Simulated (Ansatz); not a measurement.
Ansatz (an electronic-structure program) input:

Ansatz 0.2 input:
```yaml
crystal:
  periodic: [false, false, false]
  atoms:
    - {symbol: La, position_ang: [0.11213516, -0.10382619, 0.13943603]}
    - {symbol: O, position_ang: [1.06146195, 0.53346700, -1.54983025]}
    - {symbol: O, position_ang: [-1.86042500, 0.20629463, 0.55634853]}
basis:
  gaussian:
    orbitals: def2-TZVP
magnetization: {spin_polarized: true, initial_magnetization: 1}
correlation: {method: mp2, electrons: outside_noble_gas}
relax: {f_tol: 0.003, max_steps: 100}
```

**Question.** What final total energy does it print?

**Answer.** -181.45298 Eh (MP2/def2-TZVP). The basis has 102 functions.

The spin state was set by rule; other spins were not relaxed.
